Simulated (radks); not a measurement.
The numbers below are computed, except where a source is named.
Species: Ti20+. Configuration: [He] (the NIST ground configuration).

Code: a radial shooting solver on a logarithmic mesh with Libxc functionals. Model: non-relativistic Kohn-Sham, SCAN, spin-polarised, spherical densities, point nucleus; meta-GGA in the generalised Kohn-Sham scheme.

Energy parts (hartree):
part                      energy
total                 -470.41040
kinetic                470.36625
electron-nucleus      -954.25082
Hartree                 27.04770
exchange-correlation   -13.57353

Orbitals (lengths in bohr, moments of r in powers of bohr):
orbital,occ.,eigenvalue (hartree),<r^2>
1s,2,-223.9714,0.006439

The highest occupied level is 1s at -6094.6 eV. For comparison, the ionisation energy in NIST's Atomic Spectra Database is 6249.0 eV (theoretical). In exact Kohn-Sham theory the highest level is minus the ionisation energy, but local and semilocal functionals leave it too shallow, through self-interaction and a potential that decays too fast; potentials with the right tail come closer. The electron density at the nucleus is 6582 e/bohr^3. Virial ratio -V/T = 2.00009.

Empty levels of this run are not shown, since the potential may be unsettled where no density lies.
